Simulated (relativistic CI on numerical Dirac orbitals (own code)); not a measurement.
## Calculated levels, Yb XXXI

Computed by Dirac-Coulomb-Breit CI, separate exchange-only KLI orbitals for each configuration, QED by a radiative potential, unscaled Slater integrals (own radial code, finite nucleus).

Configuration list (outside the closed core [Ar] 3d10): 4s2 4p6 4d4, 4s2 4p5 4d5, 4s2 4p6 4d3 4f, 4s 4p6 4d5, 4s2 4p5 4d4 4f, 4s 4p6 4d4 4f, 4s2 4p6 4d3 5s, 4s2 4p6 4d2 4f 5s, 4s2 4p6 4d3 5p, 4s2 4p6 4d3 5d, 4s2 4p5 4d4 5s, 4s2 4p6 4d3 5f, 4s2 4p6 4d2 5s 5p, 4p6 4d5 4f, 4s 4p6 4d3 4f 5s, 4s2 4p6 4d3 6s, 4s2 4p6 4d3 6p, 4s2 4p6 4d3 6f, 4s2 4p6 4d3 7p, 4p6 4d6, 4p5 4d7, 4p5 4d6 4f, 4s2 4p6 4d2 5s2, 4s2 4p6 4d 4f 5s2, 4s2 4p5 4d2 4f 5s2, 4s 4p6 4d2 4f 5s2. Double excitations out of closed p, d and f shells are left out; levels of such configurations are missing from the list, as are those of other unlisted configurations, and high levels can miss mixing partners. These lack a partner that the ground configuration has and come out too high: 4s2 4p5 4d4 5s.

The lowest level is 4s2 4p6 4d4 3P_0, with 54 % of that term; Hund's rules for 4s2 4p6 4d4 give 5D with J = 0, of which the calculation keeps J, while another term leads.

```tsv
No.	Configuration	Term	J	E (eV)	%	Landé g
1	4s2 4p6 4d4	3P	0	0.000	54	
2	4s2 4p6 4d4	5D	1	9.393	67	1.497
3	4s2 4p6 4d4	5D	2	13.784	60	1.326
4	4s2 4p6 4d4	3F	4	14.159	29	1.102
5	4s2 4p6 4d4	5D	3	15.370	37	1.221
6	4s2 4p6 4d4	5D	0	22.725	59	
7	4s2 4p6 4d4	5D	4	23.496	41	1.160
8	4s2 4p6 4d4	3F	2	24.019	29	1.111
9	4s2 4p6 4d4	3G	3	24.297	45	1.091
10	4s2 4p6 4d4	3H	5	25.914	69	1.081
11	4s2 4p6 4d4	3H	6	27.108	52	1.085
12	4s2 4p6 4d4	3P	1	27.340	49	1.162
13	4s2 4p6 4d4	3G	4	28.964	59	1.031
14	4s2 4p6 4d4	3F	3	29.211	42	1.120
15	4s2 4p6 4d4	3D	2	29.636	36	1.102
16	4s2 4p6 4d4	3F	2	34.750	42	1.019
17	4s2 4p6 4d4	3F	4	34.753	51	1.235
18	4s2 4p6 4d4	3F	3	37.872	47	1.150
19	4s2 4p6 4d4	1G	4	38.547	36	1.102
20	4s2 4p6 4d4	3G	5	39.650	69	1.146
21	4s2 4p6 4d4	3D	1	39.866	61	0.880
22	4s2 4p6 4d4	3P	2	39.882	49	1.252
23	4s2 4p6 4d4	1I	6	40.062	52	1.075
24	4s2 4p6 4d4	3P	0	42.719	53	
25	4s2 4p6 4d4	3F	2	43.588	55	1.012
26	4s2 4p6 4d4	1F	3	43.920	40	1.084
27	4s2 4p6 4d4	1S	0	49.089	58	
28	4s2 4p6 4d4	3F	3	49.274	68	1.064
29	4s2 4p6 4d4	3P	1	49.517	92	1.451
30	4s2 4p6 4d4	1G	4	50.121	75	1.036
31	4s2 4p6 4d4	1D	2	51.152	61	1.119
32	4s2 4p6 4d4	3F	4	54.473	52	1.164
33	4s2 4p6 4d4	1D	2	59.599	52	1.032
34	4s2 4p6 4d4	1S	0	70.464	65	
35	4p5 4d5(6S)	7P°	4	154.142	40	1.527
36	4p5 4d5(4P)	3P°	2	158.514	23	1.391
37	4p5 4d5(4P)	5P°	3	161.296	34	1.538
38	4p5 4d5(6S)	7P°	4	164.158	35	1.356
39	4p5 4d5(2F)	3D°	1	166.322	31	0.608
40	4p5 4d5(2F)	3F°	3	167.195	21	1.250
41	4p5 4d5(4D)	5F°	5	167.924	37	1.278
42	4p5 4d5(4G)	5G°	6	168.439	48	1.235
43	4p5 4d5(2F)	3F°	2	168.500	22	1.122
44	4p5 4d5(4D)	5P°	1	168.690	55	1.930
45	4p5 4d5(4D)	5D°	3	169.270	35	1.328
```

Energies count from the lowest computed level; ° marks odd parity. Percentages are summed over parent terms; the parents shown are those of the largest component, closed shells are left out there.

The mean weight of the leading LS term, summed over parents, in these 45 levels is 49 %, and that of the leading jj configuration (from the same eigenvectors) 82 %, so jj coupling describes them better and the LS labels are nominal.

At this charge energies of transitions that change n are usually good to better than 1 %, and those within a shell (Δn = 0) to a few per cent. Terms inside the open d or f shell come out 10 to 20 % too wide with unscaled integrals.

LS names give the leading component of a level, which can be under half, so a name can repeat, a term be missing and a line seem to break the LS rules.
